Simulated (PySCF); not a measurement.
BiH5, SMILES [BiH5].

Geometry optimised at PBE-D3(BJ)/def2-TZVP. The def2 effective core potentials stand for the cores of Bi; spin–orbit coupling is left out.

Calculation: PySCF with PBE-D3(BJ)/def2-TZVP.

Frequencies are harmonic and unscaled.

Modes within 1.5 cm⁻¹ of each other (mostly degenerate sets) share a row, with their intensities summed.

```
mode   ν (cm⁻¹)  IR (km/mol)  moving atoms (share of kinetic energy)
-----  --------  -----------  --------------------------------------
1–2         381         16.9                                 H 100 %
3–4         702        437.8                                  H 98 %
5           799        322.8                                  H 98 %
6–7         939          0.0                                 H 100 %
8          1419          0.0                                 H 100 %
9          1432        542.1                                  H 99 %
10–11      1662        414.8                                  H 99 %
12         1686          0.0                                 H 100 %
```
